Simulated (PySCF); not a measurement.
Species: C3H7AlO3Si.
Geometry (PBE0-D3(BJ)/def2-SVP, Å), atoms numbered from 1 in this order:
```xyz
15
C3H7AlO3Si angstrom
Si    -2.958    0.369   -0.011
O     -1.748   -0.711    0.411
C     -0.399   -0.613    0.264
C      0.227    0.503   -0.299
O      1.478    0.645   -0.459
Al     2.840   -0.542   -0.001
O      1.619   -1.802    0.659
C      0.360   -1.708    0.710
H     -4.227   -0.292    0.383
H     -2.922    0.637   -1.480
H     -2.775    1.660    0.719
H     -0.405    1.344   -0.641
H      3.509   -1.117   -1.321
H      3.673    0.054    1.212
H     -0.200   -2.556    1.141
```

Computed at PBE0/pcSseg-1 (PySCF, non-relativistic), with Q(17O) = −0.0256 b, Q(27Al) = 0.1466 b: O2, 17O (I = 5/2): χzz = -10.69 MHz, η = 0.363; O5, 17O (I = 5/2): χzz = 7.761 MHz, η = 0.949; Al6, 27Al (I = 5/2): χzz = -26.98 MHz, η = 0.954; O7, 17O (I = 5/2): χzz = 8.113 MHz, η = 0.764.

Where would the pure quadrupole (NQR) lines of 17O at O2 fall for the rigid, isolated species?

From the eigenvalues of H = χ/[4I(2I − 1)] × [3Iz² − I(I + 1) + η(Ix² − Iy²)], steps between neighbouring levels, labelled as for η = 0: ±1/2↔±3/2 1.819 MHz, ±3/2↔±5/2 3.129 MHz (silyl ether oxygen).

Find the zero-field quadrupole resonance frequencies of 17O at O5.

From the eigenvalues of H = χ/[4I(2I − 1)] × [3Iz² − I(I + 1) + η(Ix² − Iy²)], steps between neighbouring levels, labelled as for η = 0: ±1/2↔±3/2 1.985 MHz, ±3/2↔±5/2 2.070 MHz (oxygen bonded to Al and C).

Find the zero-field quadrupole resonance frequencies of 27Al at Al6.

From the eigenvalues of H = χ/[4I(2I − 1)] × [3Iz² − I(I + 1) + η(Ix² − Iy²)], steps between neighbouring levels, labelled as for η = 0: ±1/2↔±3/2 6.924 MHz, ±3/2↔±5/2 7.189 MHz (aluminium bonded to 2 O and 2 H).

Find the zero-field quadrupole resonance frequencies of 17O at O7.

From the eigenvalues of H = χ/[4I(2I − 1)] × [3Iz² − I(I + 1) + η(Ix² − Iy²)], steps between neighbouring levels, labelled as for η = 0: ±1/2↔±3/2 1.826 MHz, ±3/2↔±5/2 2.231 MHz (oxygen bonded to Al and C).

In a crystal, neighbours and librations shift these lines. The basis is small and wasn't made for field gradients, so the couplings can be 20 % off.

These values come from a run that also computed NMR shieldings. Hardware: one thread of an Arm Neoverse V1, no GPU, on a shared host. Cost: 29 s wall, 0.94 GiB resident at most.

One conformer stands for the species.
